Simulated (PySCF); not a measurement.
Structure problem from calculated spectra and properties.

Formula: C4H11NOSi2.

- Rotational structure: rotational constants A, B, C: 2.989, 0.932, 0.753 GHz [PBE0-D3(BJ)/def2-SVP]
- 1H NMR: chemical shifts (computed TMS as zero) by class: 5.10 (2 H), 4.76 (1 H), 4.64 (2 H), 2.37 (1 H), 1.75 (3 H), 0.15 (1 H), 0.10 (1 H) ppm [GIAO PBE0/pcSseg-1]
- 13C NMR: chemical shifts (computed TMS as zero) by class: 173.5 (1 C), 27.9 (1 C), 22.6 (1 C), -5.2 (1 C) ppm [GIAO PBE0/pcSseg-1]
- UV, strongest line: among the 10 lowest singlet transitions: S5 at 6.98 eV (178 nm, f = 0.073) [TDDFT CAM-B3LYP/def2-SVPD]
- Triplet: lowest triplet excitation (Tamm–Dancoff): 5.28 eV [TDA CAM-B3LYP/def2-SVPD]
- Polarisability: 110.2 au [CAM-B3LYP/def2-SVPD]

The electronic properties come from PySCF, for the isolated species, density fitting. Levels stand in brackets. The structure is a single PBE0-D3(BJ)/def2-SVP conformer in the gas phase; no vibrational or solvent corrections. NMR classes are plain means over equivalent atoms (diastereotopic ones count apart unless rotation or inversion swaps them), as if these changed places fast.

Question: Give a SMILES that accounts for the data.

Answer: Numbering: `[CH3:1][C:2](=[O:3])[NH:4][CH:5]1[SiH2:6][CH2:7][SiH2:8]1`. Its formula, C4H11NOSi2, gives 2 degrees of unsaturation: 1 ring and 1 π bond in the structure found. 4 carbons fall into 4 classes; from least to most shielded: amide carbonyl carbon [C2] (173.5 ppm), ring sp3 carbon bound to nitrogen [C5] (27.9 ppm), methyl carbon next to a carbonyl [C1] (22.6 ppm), ring sp3 carbon bound to silicon [C7] (-5.2 ppm). Hydrogen classes from least to most shielded: 2 H on 2 SiH2 silicons, Si6/Si8 (5.10 ppm, a mean of values up to 0.6 ppm apart in this geometry), 1 H on an amide nitrogen, N4 (4.76 ppm), 2 H on 2 SiH2 silicons, Si6/Si8 (4.64 ppm, a mean of values up to 0.5 ppm apart in this geometry), 1 H on an sp3 carbon bound to nitrogen, C5 (2.37 ppm), 3 H on a methyl carbon next to a carbonyl, C1 (1.75 ppm, a mean of values up to 1.0 ppm apart in this geometry), 1 H on an sp3 carbon bound to silicon, C7 (0.15 ppm), 1 H on an sp3 carbon bound to silicon, C7 (0.10 ppm). The optimised geometry has point group C1 and is an asymmetric top. Structure: `CC(NC1[SiH2]C[SiH2]1)=O`. Computed isomers that give other values at the same levels: `CC(=O)N[SiH]1C[SiH2]C1` (13C chemical shifts (computed TMS as zero) by class: 177.1 (1 C), 24.0 (1 C), -0.7 (2 C) ppm); `C/N=C/[Si@H]1CC[SiH2]O1` (13C chemical shifts (computed TMS as zero) by class: 183.7 (1 C), 57.7 (1 C), 9.0 (1 C), 8.3 (1 C) ppm); `C[C@@H](C#N)O[SiH2]C[SiH3]` (rotational constant A: 1.918 GHz; this holds for the one conformer computed). The assignments are read from this structure; whether some other isomer fits the data as well wasn't checked.

Conformer computed: `[CH3:1][C:2](=[O:3])[NH:4][CH:5]1[SiH2:6][CH2:7][SiH2:8]1`: C1–C2–N4–C5 -179°, C2–N4–C5–Si6 19°.
